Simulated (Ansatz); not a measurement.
The cluster Hf2Si2, relaxed as a singlet with RKS PBE-D4/def2-SVP in Ansatz, starting from the GFN1-xTB geometry. Force threshold 0.02 eV/Å.

In the def2 sets Hf takes a core potential; there is no spin–orbit coupling. The structure comes from a short search, and lower isomers may exist.

Start:

Cartesian coordinates in Å:
```
Hf 1.4532 0.4133 -2.0718
Hf 0.7097 -1.3007 0.0198
Si -0.3731 1.2375 1.3383
Si -1.7899 -0.3501 0.7137
```

**Question.** Estimate the energy that the relaxation releases and the steps that it takes.

**Answer.** 3.46 eV, in 12 steps; 19 s on 4 threads of Arm Neoverse V2 on a shared host. No frequencies were taken in this run, so the end may be a saddle point.

**Question.** Does the start keep its bonding?

**Answer.** Bonds formed: Hf1–Si3, Hf1–Si4 (atoms count from 1).

**Question.** Predict the relaxed structure.

**Answer.** 
Cartesian coordinates in Å:
```
Hf 0.408 0.585 -1.446
Hf 0.707 -1.325 0.587
Si 0.405 1.141 1.012
Si -1.519 -0.400 -0.153
```
Bond lengths (bridged metal pairs left out): 4 × Hf–Si 2.52 Å; 1 × Hf–Hf 2.81 Å.
